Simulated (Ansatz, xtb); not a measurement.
## Relative energy of two isomers of C5H8GeSi

Structure I: `CC#[C][GeH2][C]#C[SiH3]`, a singlet. Structure II: `C#C/C=C1/[CH2][GeH2][SiH2]1`, a singlet. Both are isolated molecules in the gas phase, relaxed with r2SCAN-D4/def2-SVP.

Quicker runs give these differences E(II) − E(I): GFN2-xTB −42.52 kJ/mol; HF/STO-3G +57.60 kJ/mol (at GFN2-xTB geometries); r2SCAN-D4/def2-SVP//GFN2-xTB −30.18 kJ/mol.

Question: Estimate which is lower in electronic energy at CCSD(T)/def2-SVP + ΔMP2/def2-TZVPP, and by roughly how much.

Answer: Too close to call at this level: CCSD(T)/def2-SVP + ΔMP2/def2-TZVPP gives E(II) − E(I) = +3.72 kJ/mol.

Level by level:

```json
{"level": "GFN2-xTB", "geometry": "GFN2-xTB", "E(II) − E(I) (kJ/mol)": "−42.52", "departure from the last row (kJ/mol)": "−46.25", "job, with rough time for the two": "optimisation, 0.22 s"}
{"level": "HF/STO-3G", "geometry": "GFN2-xTB", "E(II) − E(I) (kJ/mol)": "+57.60", "departure from the last row (kJ/mol)": "+53.88", "job, with rough time for the two": "single point, 0.58 s"}
{"level": "r2SCAN-D4/def2-SVP//GFN2-xTB", "geometry": "GFN2-xTB", "E(II) − E(I) (kJ/mol)": "−30.18", "departure from the last row (kJ/mol)": "−33.91", "job, with rough time for the two": "single point, 4.1 s"}
{"level": "r2SCAN-D4/def2-SVP", "geometry": "r2SCAN-D4/def2-SVP", "E(II) − E(I) (kJ/mol)": "−41.84", "departure from the last row (kJ/mol)": "−45.56", "job, with rough time for the two": "optimisation, 2 min"}
{"level": "HF/def2-SVP", "geometry": "r2SCAN-D4/def2-SVP", "E(II) − E(I) (kJ/mol)": "+40.17", "departure from the last row (kJ/mol)": "+36.44", "job, with rough time for the two": "part of the CCSD(T) run"}
{"level": "MP2/def2-SVP", "geometry": "r2SCAN-D4/def2-SVP", "E(II) − E(I) (kJ/mol)": "+1.41", "departure from the last row (kJ/mol)": "−2.31", "job, with rough time for the two": "part of the CCSD(T) run"}
{"level": "CCSD(T)/def2-SVP", "geometry": "r2SCAN-D4/def2-SVP", "E(II) − E(I) (kJ/mol)": "−3.54", "departure from the last row (kJ/mol)": "−7.26", "job, with rough time for the two": "single point"}
{"level": "CCSD(T)/def2-SVP + ΔMP2/def2-TZVPP", "geometry": "r2SCAN-D4/def2-SVP", "E(II) − E(I) (kJ/mol)": "+3.72", "departure from the last row (kJ/mol)": "", "job, with rough time for the two": "single point, 2.2 min"}
```

As drawn, II has 1 C–C, 1 C=C, 1 Ge–Si, 1 C–H in place of 1 C≡C, 1 C–Ge, 1 Si–H. Structure I has no ring, II a 4-membered ring.

The largest departure from CCSD(T)/def2-SVP + ΔMP2/def2-TZVPP is that of HF/STO-3G, 53.88 kJ/mol. A small imaginary or near-zero mode remains, so no thermal terms are given. The last row adds to CCSD(T) the change of the MP2 difference between the two basis sets, here +7.26 kJ/mol.

The correlated steps freeze 19 core orbitals; the filled d shell of Ge is correlated, in a basis made for valence electrons. Run with Ansatz 0.2.0, xtb 6.7.1; the last row on 4 threads of Arm Neoverse V1 on a shared host.
